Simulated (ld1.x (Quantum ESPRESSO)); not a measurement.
# revPBE TM dataset for aluminium (Al), scalar-relativistic all-electron reference.

The input file (ld1.x (Quantum ESPRESSO) 7.5):

```
&input
   title='Al', zed=13., rel=1, dft='REVPBE', iswitch=3,
   config='[Ne] 3s1 3p0',
   nld=2, rlderiv=2.25, eminld=-4.0, emaxld=5.0, deld=0.02
 /
 &inputp
   pseudotype=2, tm=.true., lloc=-1, rcloc=1.55,
   nlcc=.true.,
   file_pseudopw='Al.UPF', file_wfcaegen='ae.wfc', file_wfcncgen='nc.wfc', file_beta='beta', file_chi='chi'
 /
2
3S  1  0   1.00   0.00  1.30  1.30  0.0
3P  2  1   0.00   0.00  2.05  2.05  0.0
 &test
   configts(1)='3s1 3p0'
 /
```

Command:

```bash
ld1.x < Al.in > Al.out
```

Output (shortened: banner, matrices, multipoles, cross overlaps and the repeated all-electron block are left out):

```
Program LD1 v.7.5
     --------------------------- All-electron run ----------------------------

     Al
     scalar relativistic calculation

     atomic number is 13.00
     dft =REVPBE   lsd =0 sic =0 latt =0  beta=0.20 tr2=1.0E-14
     Exchange-correlation= REVPBE
                           (   1   4   4   4   0   0   0)
     mesh =1135 r(mesh) = 100.48924 a.u. xmin = -7.00 dx = 0.01250
     1 Ry =  13.60569312 eV, c = 137.03599908

     n l     nl                  e(Ry)          e(Ha)          e(eV)
     1 0     1S 1( 2.00)      -112.6478       -56.3239     -1532.6519
     2 0     2S 1( 2.00)        -9.4714        -4.7357      -128.8643
     2 1     2P 1( 6.00)        -6.6309        -3.3155       -90.2181
     3 0     3S 1( 1.00)        -1.7363        -0.8682       -23.6238
     3 1     3P 1( 0.00)        -1.2582        -0.6291       -17.1193

     final scf error:  7.6E-15 reached in  19 iterations

     Etot =    -483.712657 Ry,    -241.856329 Ha,   -6581.245974 eV

     Ekin =     484.666832 Ry,     242.333416 Ha,    6594.228182 eV
     Encl =   -1140.480004 Ry,    -570.240002 Ha,  -15517.020941 eV
     Eh   =     208.243097 Ry,     104.121548 Ha,    2833.291672 eV
     Exc  =     -36.142583 Ry,     -18.071291 Ha,    -491.744888 eV

     normalization and overlap integrals

     s(1S/1S) =  1.000000  <r> =   0.1201  <r2> =    0.0194  r(max) =   0.0779
     s(2S/2S) =  1.000000  <r> =   0.6242  <r2> =    0.4668  r(max) =   0.4954
     s(2P/2P) =  1.000000  <r> =   0.6005  <r2> =    0.4575  r(max) =   0.4264
     s(3S/3S) =  1.000000  <r> =   2.2135  <r2> =    5.6146  r(max) =   1.9109
     s(3P/3P) =  1.000000  <r> =   2.5777  <r2> =    7.6810  r(max) =   2.1925

     ------------------------ End of All-electron run ------------------------

     --------------------- Generating NC pseudopotential ---------------------

      Generating local potential from pseudized AE potential:
      Matching radius rcloc =   1.5500

      Local pseudo, rcloc= 1.545 Estimated cut-off energy=     9.61 Ry

      Computing core charge for nlcc:

       r > 1.40 : true rho core
       r < 1.40 : rho core = a sin(br)/r    a=   1.24  b=   1.96

      Integrated core pseudo-charge :   1.10

      Wfc   3S  rcut= 1.297  Using Troullier-Martins method

      Wfc   3P  rcut= 2.034  Using Troullier-Martins method

     ------------------- End of pseudopotential generation -------------------

     Computing logarithmic derivative in   2.26216
     Computing logarithmic derivative in   2.26216
     Computing the partial wave expansion
     R is outside the sphere for l=    0 j= 0.00
     R is outside the sphere for l=    1 j= 0.00

     ---------------------- Testing the pseudopotential ----------------------

     Al
     scalar relativistic calculation

     atomic number is 13.00   valence charge is  3.00
     dft =REVPBE   lsd =0 sic =0 latt =0  beta=0.20 tr2=1.0E-14
     mesh =1135 r(mesh) = 100.48924 xmin = -7.00 dx = 0.01250

     n l     nl             e AE (Ry)        e PS (Ry)    De AE-PS (Ry)
     1 0     3S   1( 1.00)       -1.73632       -1.73631       -0.00001
     2 1     3P   1( 0.00)       -1.25825       -1.25825       -0.00000

     eps = 2.1E-15  iter =  3

     Etot =    -483.712657 Ry,    -241.856329 Ha,   -6581.245974 eV
     Etotps =    -2.942731 Ry,      -1.471366 Ha,     -40.037898 eV

     Ekin =       0.631663 Ry,       0.315832 Ha,       8.594215 eV
     Encl =      -3.192724 Ry,      -1.596362 Ha,     -43.439227 eV
     Ehrt =       0.405870 Ry,       0.202935 Ha,       5.522137 eV
     Ecxc =      -1.330358 Ry,      -0.665179 Ha,     -18.100447 eV
     (Ecc =      -0.865683 Ry,      -0.432841 Ha,     -11.778214 eV)
     Epseu=       0.542819 Ry,       0.271409 Ha,       7.385425 eV

     ---------------------- End of pseudopotential test ----------------------
```

Generation and configuration tests took about 1.6 s on one core of a shared server CPU.
